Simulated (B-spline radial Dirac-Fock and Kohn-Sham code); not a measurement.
Anomalous scattering factors of Cd, 17.4793 keV to 47.49 keV

The computed values come from an atomic code on a B-spline grid: the dispersion relation over Dirac-Hartree-Slater subshell photoionisation cross sections, with the Kissel-Pratt high-energy constant (isolated atom, no bound-bound lines or fine structure). The forward scattering factor is f₀ + f′ + i f″.

Input file task.json (cfg lists n, l and occupation; rrms is the nuclear radius in fm):

```json
{"items": [{
  "Z": 48,
  "q": 0,
  "cfg": [[1, 0, 2], [2, 0, 2], [2, 1, 6], [3, 0, 2], [3, 1, 6], [3, 2, 10], [4, 0, 2], [4, 1, 6], [4, 2, 10], [5, 0, 2]],
  "A": 114,
  "rrms": 4.6087,
  "do": "dispersion",
  "hv": [610.6, 721.6, 933.3, 993.3, 1000.0, 1253.6, 1381.0, 1431.0, 1486.9, 1597.0, 1843.0, 1862.0, 2000.0, 2418.0, 2984.4, 2993.0, 3313.0, 3683.0, 4000.0, 4164.0, 4480.0, 4487.0, 4510.9, 5414.7, 6000.0, 6403.9, 6930.3, 8047.8, 9251.7, 12000.0, 15000.0, 17479.3, 20120.0, 22162.9, 24209.8, 24910.0, 30000.0, 34100.0, 34270.0, 38750.0, 38790.0, 40000.0, 43040.0, 47490.0],
  "edges": {"K": 26711.0, "L1": 4018.0, "L2": 3727.0, "L3": 3538.0, "M1": 772.0, "M2": 652.6, "M3": 618.4, "M4": 411.9, "M5": 405.2, "N1": 109.8, "N2": 63.9, "N3": 63.9}
}]}
```

Run with: `python xray2_run.py task.json out`

Edges near this range: K 26711.0 eV.

| hν (eV) | λ (Å) | f′ (e) | f″ (e) | tabulated f′ | tabulated f″ |
| --- | --- | --- | --- | --- | --- |
| 17479.3 | 0.7093 | ? | ? | ? | ? |
| 20120 | 0.6162 | -1.107 | 0.950 | -1.11 | 0.92 |
| 22162.9 | 0.5594 | -1.419 | 0.797 | -1.42 | 0.78 |
| 24209.8 | 0.5121 | -1.902 | 0.678 | -1.91 | 0.66 |
| 24910 | 0.4977 | -2.171 | 0.644 | -2.19 | 0.63 |
| 30000 | 0.4133 | -1.146 | 2.975 | -1.14 | 2.95 |
| 34100 | 0.3636 | -0.412 | 2.411 | -0.42 | 2.39 |
| 34270 | 0.3618 | -0.395 | 2.391 | -0.40 | 2.37 |
| 38750 | 0.3200 | -0.091 | 1.945 | -0.10 | 1.93 |
| 38790 | 0.3196 | -0.090 | 1.942 | -0.10 | 1.92 |
| 40000 | 0.3100 | -0.042 | 1.843 | -0.05 | 1.82 |
| 43040 | 0.2881 | 0.041 | 1.626 | 0.04 | 1.61 |
| 47490 | 0.2611 | 0.104 | 1.370 | 0.10 | 1.35 |

Question: What are f′ and f″ at Mo Kα (17479.3 eV)?

Answer: f′ = -0.788 and f″ = 1.223 electrons (tables: -0.80 and 1.19). By the optical theorem f″ corresponds to a photoabsorption cross section 2 rₑ λ f″ = 4890 b.

Tabulated f′: xraylib 4.2 anomalous scattering factors (Cullen et al., EPDL97); f″: Chantler's tables (J. Phys. Chem. Ref. Data 1995 and 2000). Both are theoretical tables.
